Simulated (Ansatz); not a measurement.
Gas-phase electronic energies from Ansatz, PBE0-D4/def2-TZVP geometries. CCSD(T)/CBS is the MP2 limit (def2-TZVPP, def2-QZVPP) plus CCSD(T) − MP2 in def2-TZVPP, frozen cores. This one scheme is used for every species. Functionals use def2-TZVPP. B3LYP here is the variant with VWN-RPA as its local correlation; programs differ in this. One conformer a species, not always the lowest.

`B[SiH2]N` + `N[SiH](O)S` → `N[SiH2]S[SiH](N)O` + BH₃  (cleavage of the Si–B bond)

```json
{"level": "B3LYP-D4", "ΔE (kcal/mol)": "-26.6", "difference from CCSD(T)/CBS": "-0.1"}
{"level": "ωB97X-V", "ΔE (kcal/mol)": "-25.4", "difference from CCSD(T)/CBS": "1.1"}
{"level": "ωB97M-V", "ΔE (kcal/mol)": "-26.7", "difference from CCSD(T)/CBS": "-0.2"}
{"level": "B2PLYP", "ΔE (kcal/mol)": "-25.5", "difference from CCSD(T)/CBS": "1.0"}
{"level": "PBE0", "ΔE (kcal/mol)": "-24.0", "difference from CCSD(T)/CBS": "2.5"}
{"level": "MP2/def2-TZVPP", "ΔE (kcal/mol)": "-29.2", "difference from CCSD(T)/CBS": "-2.7"}
{"level": "SCS-MP2/def2-TZVPP", "ΔE (kcal/mol)": "-27.3", "difference from CCSD(T)/CBS": "-0.8"}
{"level": "CCSD/def2-TZVPP", "ΔE (kcal/mol)": "-24.7", "difference from CCSD(T)/CBS": "1.8"}
{"level": "HF/def2-QZVPP", "ΔE (kcal/mol)": "-22.7", "difference from CCSD(T)/CBS": "3.8"}
{"level": "CCSD/CBS(def2)", "ΔE (kcal/mol)": "-25.3", "difference from CCSD(T)/CBS": "1.2"}
{"level": "CCSD(T)/CBS", "ΔE (kcal/mol)": "-26.5", "difference from CCSD(T)/CBS": "0"}
```

Largest T1 diagnostic among the species: 0.012.

From PBE to PBE0 (25 % exact exchange), in def2-TZVPP and without D4, ΔE moves by −0.8 kcal/mol. The D4 term adds −3.5 kcal/mol with B3LYP and −2.0 kcal/mol with PBE0; it sums over pairs of atoms, weighted by their polarisabilities, and B3LYP, whose exchange is more repulsive, gets the larger term.
